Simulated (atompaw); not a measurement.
## Before and after: PAW (atompaw) potential for Cr

atompaw 4.2.0.5 input, output lines left out:

```
Cr 24
GGA-PBESOL scalarrelativistic loggrid 1500 logderivrange -2 5 176
4 4 3 0 0 0
4 0 0.75
4 1 0.25
3 2 5
0 0 0
c
c
c
v
c
c
v
v
2
2.95 2.70 2.00 2.70
y
4.4
n
y
2.75
n
y
1
n
custom polynom vanderbiltortho besselshape
bessel
2.95
2.95
2.95
2.85
2.15
2.15
```

All-electron outer shells of the reference configuration (PBEsol, scalar-relativistic, ld1.x):

```
shell  level (eV)  outermost node (bohr)  outermost maximum (bohr)
   3s      -74.14                   0.36                      0.78
   3p      -45.71                   0.33                      0.80
   4s       -4.27                   1.12                      2.74
   3d       -3.29                      –                      0.84
   4p       -1.17                   1.25                      3.85
```

Change: reference 3d4 4s0 4p0.

Cutoffs: the cutoffs (Ry, on a coarse ladder) from which the occupation-weighted sum of valence levels, in a spherical-Bessel basis at the reference potential, stays within 10 and 1 mRy of its value at 400 Ry; they do not see the model core or the augmentation charge, which bear on the density cutoff.

**Question.** What does the change do?

**Answer.** The potential gets neither clearly harder nor softer (21 Ry and 35 Ry → 21 Ry and 35 Ry); the range in which the s phases agree narrows (upper end at the end of the scan → 2.0); the range in which the d phases agree narrows (upper end 4.8 → 3.6); neither file shows a bound ghost.

| quantity | base | changed |
| --- | --- | --- |
| cutoff, loose | 21 Ry | 21 Ry |
| cutoff, tight | 35 Ry | 35 Ry |
| bound ghosts | none | none |
| s: phases at 2.96 bohr within 0.05 rad from the reference energy up to (Ry; the scan ends near 5) | to the end of the scan | 2.0 |
| p: phases at 2.96 bohr within 0.05 rad from the reference energy up to (Ry; the scan ends near 5) | 4.0 | to the end of the scan |
| d: phases at 2.96 bohr within 0.05 rad from the reference energy up to (Ry; the scan ends near 5) | 4.8 | 3.6 |
| lowest overlap eigenvalue by channel | s 0.04, p 0.43, d 0.96 | s 0.06, p 0.39, d 0.94 |

 The cutoffs see the waves, projectors and local potential, not the compensation charge or the core.
